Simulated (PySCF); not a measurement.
# Which element holds Br most strongly?

PBE0 in PySCF with def2-TZVPPD on every atom (core potentials on In), for the lowest determinant that a PBE0 search found; no spin–orbit coupling. D0 is De less the harmonic zero-point energy.

```tsv
M	state (unpaired electrons)	Re (Å)	ωe (cm⁻¹)	D0(MBr) (eV)
As	triplet (π ↑↑)	2.296	317	2.87
Ge	doublet (π ↑)	2.326	296	3.70
C	doublet (π ↑)	1.815	745	3.69
B	singlet (closed shell)	1.894	685	4.54
Al	singlet (closed shell)	2.319	370	4.59
In	singlet (closed shell)	2.567	217	4.18
Si	doublet (π ↑)	2.231	422	3.91
```

Task: Order the elements by D0 and give the energy of InBr + Al → AlBr + In.

Result: Al > B > In > Si > Ge > C > As; ΔE = 4.18 − 4.59 = -0.41 eV at PBE0/def2-TZVPPD. Close neighbours can swap at other levels.

Spin–orbit coupling is left out, which matters for elements this heavy, above all for dissociation energies. States were picked by a PBE0 search and need not be the measured ground states.
